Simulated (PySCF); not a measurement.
Below is a simulated gas-phase C 1s photoelectron spectrum of `[SiH3][Se]C1CC1`.

Every computed line was given a Gaussian of 0.7 eV full width at half maximum and an area set by the number of equivalent atoms; the highest printed point is 100. Computed, not measured: delta-SCF UKS SCAN, pcX-2 on the ionised atom, pcseg-1 elsewhere, spin-free X2C in PySCF 2.14.0.

```
binding energy (eV)  intensity
              289.8          0
              289.9          1
              290.0          2
              290.1          5
              290.2         11
              290.3         20
              290.4         34
              290.5         52
              290.6         71
              290.7         88
              290.8         98
              290.9        100
              291.0         92
              291.1         77
              291.2         59
              291.3         41
              291.4         26
              291.5         15
              291.6          8
              291.7          4
              291.8          2
              291.9          1
              292.0          0
```

Count the maxima, the lines and the sites behind this envelope.

The curve has 1 maximum (at 290.9 eV). Under it lie 2 lines from 2 inequivalent carbon sites. At this width some lines have no maximum of their own.

Decompose the envelope and assign each component. Numbering: `[SiH3:1][Se:2][CH:3]1[CH2:4][CH2:5]1`.

```csv
position (eV),relative area,line,atoms,environment
290.79,2,C 1s,C4/C5,three-membered-ring carbon
291.04,1,C 1s,C3,sp3 carbon bound to selenium
```

Lowest listed C 1s: C4/C5, bonded to 2 C and 2 H. Highest, 0.25 eV above it: C3, bonded to Se, 2 C and H.

The curve has no shake-up lines and no vibrational structure. Topologically equivalent atoms share the value of their first member; where this conformer doesn't relate them by symmetry, their own values could differ. The structure is a single PBE0-D3(BJ)/def2-SVP conformer in the gas phase; no vibrational or solvent corrections.

Conformer computed: `[SiH3:1][Se:2][CH:3]1[CH2:4][CH2:5]1`: Si1–Se2–C3–C4 -140°.
